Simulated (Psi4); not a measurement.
bromotrifluoromethane (CBrF$_{3}$), singlet, geometry from GFN2-xTB; Psi4 1.11 with CAM-B3LYP/def2-SV(P).

Input for Psi4:
```
memory 2 GB

molecule mol {
0 1
  F    -1.255211   -0.590163   -1.107334
  C    -0.817884    0.019610   -0.022939
  F    -1.315279   -0.587090    1.037016
  F    -1.240675    1.268630   -0.036572
  Br    1.120223   -0.026859    0.031418
}

set basis def2-sv(p)
set reference rks
set cholesky_tolerance 1e-6
set scf_type cd

energy('cam-b3lyp')
print_variables()
```

What does Psi4 print? Leave out banner, timings and long lists.


```
   => Loading Basis Set <=

    Name: DEF2-SV(P)
    Role: ORBITAL
    Keyword: BASIS

Traceback (most recent call last):
  File "psi4", line 375, in <module>
  File "<string>", line 28, in <module>
  File "site-packages/psi4/driver/driver.py", line 533, in energy
  File "site-packages/psi4/driver/procrouting/proc.py", line 2760, in run_scf
  File "site-packages/psi4/driver/procrouting/proc.py", line 1939, in scf_helper
  File "site-packages/psi4/driver/procrouting/proc.py", line 1433, in scf_wavefunction_factory
  File "site-packages/psi4/driver/procrouting/proc.py", line 1397, in build_functional_and_disp
  File "site-packages/psi4/driver/procrouting/dft/superfunctionals.py", line 135, in build_superfunctional

psi4.driver.p4util.exceptions.ValidationError: SCF: SCF_TYPE (CD) not supported for range-separated functionals, plese use SCF_TYPE = 'DF' to automatically select the correct JK build.

Printing out the relevant lines from the Psithon --> Python processed input file:
    core.IO.set_default_namespace("mol")
    core.set_global_option("BASIS", "def2-sv(p)")
    core.set_global_option("REFERENCE", "rks")
    core.set_global_option("CHOLESKY_TOLERANCE", 1e-6)
    core.set_global_option("SCF_TYPE", "cd")
--> energy('cam-b3lyp')
    print_variables()

!----------------------------------------------------------------------------------!
!                                                                                  !
!  SCF: SCF_TYPE (CD) not supported for range-separated functionals, plese use     !
!     SCF_TYPE = 'DF' to automatically select the correct JK build.                !
!                                                                                  !
!----------------------------------------------------------------------------------!
```

The program refused the input.
